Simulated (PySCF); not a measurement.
Species: C₃H₅FSSi.
SMILES with atom numbers: `[F:1][Si@H:2]1[CH:3]=[CH:4][S:5][CH2:6]1` (hydrogens: H7 on Si2; H8 on C3; H9 on C4; H10, H11 on C6)

Method: PySCF 2.14.0, PBE0-D3(BJ)/def2-SVP geometry optimisation, gas phase.

Q: List the bond lengths, angles and torsions at this level.

A: 
```json
{"bond": "F1–Si2", "length (Å)": "1.632"}
{"bond": "Si2–C3", "length (Å)": "1.839"}
{"bond": "C3=C4", "length (Å)": "1.350"}
{"bond": "C4–S5", "length (Å)": "1.746"}
{"bond": "S5–C6", "length (Å)": "1.816"}
{"bond": "Si2–C6", "length (Å)": "1.893"}
{"bond": "Si2–H7", "length (Å)": "1.488"}
{"bond": "C3–H8", "length (Å)": "1.093"}
{"bond": "C4–H9", "length (Å)": "1.097"}
{"bond": "C6–H10", "length (Å)": "1.101"}
{"bond": "C6–H11", "length (Å)": "1.101"}
```

A selection of angles:
```json
{"angle": "F1–Si2–C3", "degrees": "113.2"}
{"angle": "F1–Si2–C6", "degrees": "109.5"}
{"angle": "F1–Si2–H7", "degrees": "104.7"}
{"angle": "C3–Si2–C6", "degrees": "98.1"}
{"angle": "C3–Si2–H7", "degrees": "117.5"}
{"angle": "C6–Si2–H7", "degrees": "113.8"}
{"angle": "Si2–C3–C4", "degrees": "111.8"}
{"angle": "Si2–C3–H8", "degrees": "128.5"}
{"angle": "C4–C3–H8", "degrees": "119.7"}
{"angle": "C3–C4–S5", "degrees": "123.4"}
{"angle": "C3–C4–H9", "degrees": "123.6"}
{"angle": "S5–C4–H9", "degrees": "113.0"}
{"angle": "C4–S5–C6", "degrees": "97.9"}
{"angle": "S5–C6–H10", "degrees": "109.1"}
{"angle": "S5–C6–H11", "degrees": "108.8"}
{"angle": "Si2–C6–S5", "degrees": "108.2"}
{"angle": "Si2–C6–H10", "degrees": "110.8"}
{"angle": "Si2–C6–H11", "degrees": "111.7"}
{"angle": "H10–C6–H11", "degrees": "108.1"}
```

Torsions: F1–Si2–C3–C4 110° (anticlinal); Si2–C3–C4–S5 2° (synperiplanar); C3–C4–S5–C6 3° (synperiplanar); C4–S5–C6–Si2 -6° (synperiplanar); F1–Si2–C6–S5 -111° (anticlinal).

The 2 C–Si bonds span 1.839 Å (Si2–C3, drawn single) to 1.893 Å (Si2–C6, drawn single), a spread of 0.054 Å. Si2 (fluorine-bound silicon) is distorted tetrahedral (angles from 98.1° to 117.5°). S5 (sulfide sulfur) is bent (angle 97.9°). The 5-membered ring Si2–C3–C4–S5–C6 has internal angles of 97.9° to 123.4°; it is slightly puckered (a soft mode that the optimisation may not have finished), 0.04 Å rms from its mean plane, widest ring torsion 7°. The C–S distances run from 1.746 Å (C4–S5, drawn single) to 1.816 Å (S5–C6, drawn single), a spread of 0.070 Å.

Point group: C1 (no symmetry element, even within 0.4 Å). PBE0-D3(BJ)/def2-SVP frequencies: not computed here.
